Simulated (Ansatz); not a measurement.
Born–Oppenheimer molecular dynamics of ClH$_{2}$OZn (5 atoms, charge 0, multiplicity 2). It starts at the highest image of a converged band, a first-order saddle point between two minima.

All numbers below come from UKS PBE0-D4/def2-SVP (Ansatz).

| Property | Result |
| --- | --- |
| ensemble | NVE (velocity Verlet) |
| time step | 0.5 fs |
| steps asked | 200 |
| starting velocities drawn for | 300 K |
| seed | 5133 |

Frames 5 fs apart, positions in Å, forces in eV/Å.

Velocities at 35 fs (Å/ps):

```
Zn 0.10 -0.28 -3.57
Cl -0.28 0.32 8.82
O 0.42 -0.68 -7.28
H -2.12 16.79 10.32
H -1.08 0.54 26.69
```

```xyz
5
Properties=species:S:1:pos:R:3:forces:R:3 time_fs=35 energy_less_start_eV=-0.172 T=745
Zn 0.063 -0.204 0.050 0.06 0.16 -0.88
Cl -0.017 -0.071 2.618 -0.09 -0.04 0.61
O 0.114 -0.006 -1.787 -0.18 0.95 0.92
H 0.239 -0.900 -2.068 0.17 -1.12 -0.69
H -0.235 -0.051 3.933 0.03 0.06 0.04
5
Properties=species:S:1:pos:R:3:forces:R:3 time_fs=40 energy_less_start_eV=-0.171 T=744
Zn 0.064 -0.205 0.031 0.05 0.17 -0.82
Cl -0.019 -0.070 2.665 -0.19 -0.03 1.17
O 0.114 -0.002 -1.816 0.22 -1.89 0.14
H 0.250 -0.959 -2.103 -0.23 1.71 0.24
H -0.227 -0.043 4.012 0.15 0.03 -0.73
5
Properties=species:S:1:pos:R:3:forces:R:3 time_fs=45 energy_less_start_eV=-0.216 T=862
Zn 0.065 -0.206 0.008 0.05 0.11 -0.94
Cl -0.022 -0.069 2.719 0.10 -0.06 -0.62
O 0.116 -0.010 -1.837 -0.31 1.80 1.35
H 0.244 -0.872 -2.164 0.30 -1.92 -0.94
H -0.194 -0.025 3.983 -0.13 0.08 1.15
5
Properties=species:S:1:pos:R:3:forces:R:3 time_fs=50 energy_less_start_eV=-0.276 T=1015
Zn 0.066 -0.206 -0.017 0.05 -0.01 -0.65
Cl -0.025 -0.068 2.772 -0.13 0.03 1.07
O 0.116 -0.012 -1.847 0.21 -1.47 -0.47
H 0.256 -0.893 -2.305 -0.24 1.47 0.83
H -0.176 0.007 4.106 0.11 -0.02 -0.78
5
Properties=species:S:1:pos:R:3:forces:R:3 time_fs=55 energy_less_start_eV=-0.339 T=1174
Zn 0.067 -0.206 -0.046 0.04 -0.10 -0.50
Cl -0.028 -0.067 2.830 -0.01 -0.01 0.13
O 0.117 -0.022 -1.856 -0.15 0.86 0.51
H 0.250 -0.799 -2.384 0.12 -0.78 -0.32
H -0.141 0.037 4.120 -0.01 0.03 0.19
5
Properties=species:S:1:pos:R:3:forces:R:3 time_fs=60 energy_less_start_eV=-0.359 T=1225
Zn 0.068 -0.206 -0.076 0.03 -0.17 -0.15
Cl -0.031 -0.066 2.889 0.00 -0.01 0.07
O 0.117 -0.027 -1.863 -0.01 0.20 -0.41
H 0.253 -0.777 -2.453 0.00 -0.05 0.25
H -0.106 0.075 4.173 -0.01 0.03 0.23
5
Properties=species:S:1:pos:R:3:forces:R:3 time_fs=65 energy_less_start_eV=-0.347 T=1197
Zn 0.069 -0.207 -0.106 0.01 -0.20 0.35
Cl -0.035 -0.065 2.949 -0.03 0.13 0.99
O 0.117 -0.026 -1.875 0.16 -0.61 -1.46
H 0.260 -0.789 -2.485 -0.16 0.80 0.93
H -0.074 0.115 4.266 0.02 -0.12 -0.81
5
Properties=species:S:1:pos:R:3:forces:R:3 time_fs=70 energy_less_start_eV=-0.344 T=1189
Zn 0.071 -0.209 -0.136 -0.01 -0.15 0.57
Cl -0.039 -0.063 3.013 0.00 -0.18 -1.04
O 0.117 -0.025 -1.900 -0.30 1.82 0.36
H 0.259 -0.774 -2.432 0.31 -1.69 -1.07
H -0.038 0.143 4.256 0.00 0.19 1.19
5
Properties=species:S:1:pos:R:3:forces:R:3 time_fs=75 energy_less_start_eV=-0.350 T=1206
Zn 0.072 -0.211 -0.163 -0.02 -0.11 0.69
Cl -0.042 -0.062 3.074 0.04 0.23 1.16
O 0.117 -0.015 -1.933 0.32 -1.50 -1.68
H 0.279 -0.877 -2.425 -0.30 1.60 0.95
H -0.004 0.191 4.386 -0.04 -0.22 -1.12
5
Properties=species:S:1:pos:R:3:forces:R:3 time_fs=80 energy_less_start_eV=-0.381 T=1284
Zn 0.073 -0.214 -0.188 -0.03 0.04 0.37
Cl -0.046 -0.060 3.140 -0.06 -0.25 -1.12
O 0.117 -0.010 -1.980 -0.25 1.39 0.43
H 0.276 -0.858 -2.347 0.28 -1.44 -0.85
H 0.024 0.208 4.366 0.06 0.25 1.17
5
Properties=species:S:1:pos:R:3:forces:R:3 time_fs=85 energy_less_start_eV=-0.391 T=1309
Zn 0.075 -0.217 -0.211 -0.03 0.12 0.04
Cl -0.049 -0.059 3.202 0.09 0.22 0.86
O 0.117 -0.001 -2.029 0.21 -1.16 -0.14
H 0.289 -0.920 -2.354 -0.18 1.04 0.11
H 0.059 0.256 4.481 -0.08 -0.22 -0.86
5
Properties=species:S:1:pos:R:3:forces:R:3 time_fs=90 energy_less_start_eV=-0.408 T=1351
Zn 0.076 -0.219 -0.235 -0.02 0.16 -0.35
Cl -0.053 -0.057 3.268 -0.04 -0.11 -0.44
O 0.119 0.001 -2.076 0.05 -0.38 0.53
H 0.291 -0.901 -2.392 -0.03 0.22 -0.18
H 0.082 0.275 4.492 0.04 0.12 0.44
```

Of the whole run (100 fs, mean temperature of the second half 1230 K): The conserved energy stayed within 0.31 meV per atom of its start (net change 0.14 meV per atom), so the integration is sound. The kinetic energy rose, since the run started high on the potential surface and went downhill. It ends in pieces (ClH + HOZn), so much of that is their flight and rotation, not heat. A run of 0.1 ps of so small a system gives no equilibrium averages.

Run time: 7.1 min on 2 threads of Arm Neoverse V2 (shared host), peak memory 0.2 GiB.
